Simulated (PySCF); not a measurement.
Species: C2H6AsGa.
SMILES with atom numbers: `[CH:1]#[C:2][GaH2-:3][AsH3+:4]` (hydrogens: H5 on C1; H6, H7 on Ga3; H8, H9, H10 on As4)

Structure used (PBE0-D3(BJ)/def2-SVP), in Å, numbered top down from 1:
```
atom  x, y, z in Å
C1     2.1180   -1.4557   -0.4174
C2     1.5797   -0.3631   -0.3308
Ga3    0.6565    1.3424   -0.1701
As4   -1.5740    0.0234    0.3210
H5     2.6047   -2.4117   -0.4965
H6     0.2576    2.0685   -1.5016
H7     0.8129    2.1059    1.1912
H8    -1.9831   -0.9954   -0.7150
H9    -1.5166   -0.9113    1.5055
H10   -2.9476    0.6010    0.5907
```

Method used: TDDFT B3LYP/def2-SVPD, vertical, gas phase, core orbitals frozen in the response (PySCF 2.14.0, density-fitted response routines). Relativistic effects, spin–orbit coupling among them, are left out although an element past zinc is present.

Ground-to-excited transition dipoles (e·a0, same axes as the geometry; the sign carries no meaning), for the states with f of 0.002 or more among the lowest 10:

```
state  E (eV)      μx      μy      μz
   S2   5.730   0.739  -0.048  -0.152
   S4   6.087  -0.115  -0.038   0.014
   S5   6.137   0.042  -0.293   0.001
   S6   6.219  -0.023  -0.018  -0.149
  S10   6.664  -0.411  -0.005   0.083
```

Task: Work out the oscillator strengths.

Result: f = (2/3) ΔE |μ|² with ΔE in hartree (27.2114 eV).

| state | \|μ\|² (au) | \|μ\| (D) | f |
| --- | --- | --- | --- |
| S2 | 0.571 | 1.92 | 0.080 |
| S4 | 0.015 | 0.31 | 0.002 |
| S5 | 0.088 | 0.75 | 0.013 |
| S6 | 0.023 | 0.38 | 0.003 |
| S10 | 0.176 | 1.07 | 0.029 |

Task: Label these states by symmetry in Cs.

Result: The ground state is totally symmetric, so the direction of μ fixes the label. Polarised normal to the mirror plane, so A″: S6. Polarised in the mirror plane, so A′: S2, S4, S5 and S10.

Task: Which bond between heavy atoms lies closest to the direction of the S2 transition dipole?

Result: Ga3–As4, at 34° from it; next C2–Ga3 at 58°.

Task: What angle do the transition dipoles of S2 and S5 make?

Result: |cos θ| = |μa·μb| / (|μa| |μb|) = 0.20, so θ ≈ 78° (taken between 0 and 90°, since the signs are arbitrary).

Task: How is the summed strength of these states shared among x, y and z?

Result: (2/3) Σ ΔE μα² gives 0.106 for x, 0.013 for y and 0.008 for z, 0.128 in all.

Task: What peak molar absorption coefficient would the strongest computed level give as a lone Gaussian band 0.5 eV wide at half height?

Result: ε(max) = 2.175×10⁸ f / FWHM, with the width in cm⁻¹. S2: 2.175×10⁸ × 0.0801 / 4033 ≈ 4300 L mol⁻¹ cm⁻¹.

All these states lie below the vertical ionisation energy of 9.38 eV (ΔSCF).
